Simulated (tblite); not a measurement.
Parent: `[CH2:1]=[CH:2][CH2:3][C:4](=[C:5]=[O:6])[SiH2:7][CH3:8]` with C1–C2–C3–C4 119°, C2–C3–C4–C5 103°, C3–C4–Si7–C8 80°, C6H10OSi.

The geometries are computed with GFN2-xTB (gas phase). One conformer each, not checked by frequencies here.

```json
{"coordinate of the parent": "C1=C2", "value": "1.320 Å"}
{"coordinate of the parent": "C2–C3", "value": "1.497 Å"}
{"coordinate of the parent": "C3–C4", "value": "1.514 Å"}
{"coordinate of the parent": "C4=C5", "value": "1.288 Å"}
{"coordinate of the parent": "C5=O6", "value": "1.168 Å"}
{"coordinate of the parent": "C4–Si7", "value": "1.894 Å"}
{"coordinate of the parent": "Si7–C8", "value": "1.899 Å"}
{"coordinate of the parent": "C1–C2–C3", "value": "124.3°"}
{"coordinate of the parent": "C2–C3–C4", "value": "110.8°"}
{"coordinate of the parent": "C3–C4–C5", "value": "124.5°"}
{"coordinate of the parent": "C3–C4–Si7", "value": "118.8°"}
{"coordinate of the parent": "C5–C4–Si7", "value": "116.6°"}
{"coordinate of the parent": "C4–C5–O6", "value": "175.0°"}
{"coordinate of the parent": "C4–Si7–C8", "value": "110.2°"}
```

Task: How does the shared frame change in `[CH2:1]=[CH:2][CH2:3][C:4](=[C:5]=[S:6])[SiH2:7][CH3:8]` with C1–C2–C3–C4 -108°, C2–C3–C4–C5 -97°, C3–C4–Si7–C8 -91°, C6H10SSi? Atoms pair as C1 = C1, C2 = C2, C3 = C3, C4 = C4, C5 = C5, Si7 = Si7, C8 = C8 (parent first).

Result: 
```
   parent   relative  value in the relative  change
    C1=C2      C1=C2                1.320 Å   0.000
    C2–C3      C2–C3                1.497 Å   0.000
    C3–C4      C3–C4                1.513 Å  -0.001
    C4=C5      C4=C5                1.290 Å  +0.002
   C4–Si7     C4–Si7                1.906 Å  +0.012
   Si7–C8     Si7–C8                1.897 Å  -0.002
 C1–C2–C3   C1–C2–C3                 124.1°    -0.2
 C2–C3–C4   C2–C3–C4                 109.1°    -1.7
 C3–C4–C5   C3–C4–C5                 124.9°    +0.4
C3–C4–Si7  C3–C4–Si7                 117.8°    -1.0
C5–C4–Si7  C5–C4–Si7                 117.1°    +0.5
C4–Si7–C8  C4–Si7–C8                 109.6°    -0.6
```

Of the parent's bonds, C4–Si7 changes most (+0.012 Å). Bonds of the relative outside the shared frame: C5=S6 1.565 Å. Point group C1 → C1.
